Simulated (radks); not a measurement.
The numbers below are computed, except where a source is named.
All-electron atom: Pt+ in [Xe] 4f14 5d9.

Code: a radial shooting solver on a logarithmic mesh with Libxc functionals. Model: Dirac Kohn-Sham, LDA (Slater exchange, Perdew-Wang correlation), spin-unpolarised, spherical densities, point nucleus; open shells are shared between the two j in proportion to 2j + 1; speed of light set to 274.072 atomic units (2 times the physical value, a model run).

Energy parts (eV):
total: -478076.37
kinetic: 491650.16
electron-nucleus: -1150887.28
Hartree: 190156.04
exchange-correlation: -8995.29

Orbitals (lengths in bohr, moments of r in powers of bohr; r(90%) holds 90 % of the orbital's charge):
| orbital | occ. | eigenvalue (eV) | <r> | <1/r> | r(90%) |
|---|---|---|---|---|---|
| 1s1/2 | 2 | -72661.39 | 0.01889 | 80.71 | 0.0338 |
| 2s1/2 | 2 | -12247.09 | 0.07945 | 19.16 | 0.122 |
| 2p1/2 | 2 | -11765.24 | 0.06677 | 19.19 | 0.109 |
| 2p3/2 | 4 | -11401.28 | 0.06874 | 18.40 | 0.111 |
| 3s1/2 | 2 | -2864.387 | 0.2021 | 7.327 | 0.295 |
| 3p1/2 | 2 | -2639.511 | 0.1924 | 7.277 | 0.287 |
| 3p3/2 | 4 | -2560.453 | 0.1959 | 7.070 | 0.292 |
| 3d3/2 | 4 | -2149.743 | 0.1711 | 6.994 | 0.265 |
| 3d5/2 | 6 | -2129.545 | 0.1723 | 6.935 | 0.266 |
| 4s1/2 | 2 | -607.2114 | 0.4471 | 3.174 | 0.640 |
| 4p1/2 | 2 | -511.0441 | 0.4512 | 3.083 | 0.654 |
| 4p3/2 | 4 | -492.4521 | 0.4591 | 3.008 | 0.665 |
| 4d3/2 | 4 | -319.9585 | 0.4686 | 2.819 | 0.699 |
| 4d5/2 | 6 | -315.8269 | 0.4714 | 2.798 | 0.703 |
| 4f5/2 | 6 | -87.9127 | 0.5054 | 2.430 | 0.813 |
| 4f7/2 | 8 | -87.0015 | 0.5072 | 2.422 | 0.815 |
| 5s1/2 | 2 | -92.6058 | 1.029 | 1.298 | 1.47 |
| 5p1/2 | 2 | -62.4102 | 1.123 | 1.180 | 1.63 |
| 5p3/2 | 4 | -59.3527 | 1.147 | 1.151 | 1.67 |
| 5d3/2 | 3.6 | -15.1430 | 1.614 | 0.8183 | 2.53 |
| 5d5/2 | 5.4 | -14.7912 | 1.632 | 0.8093 | 2.56 |

The highest occupied level is 5d5/2 at -14.791 eV. The density falls to 0.001 e/bohr^3 at r = 3.81 bohr.
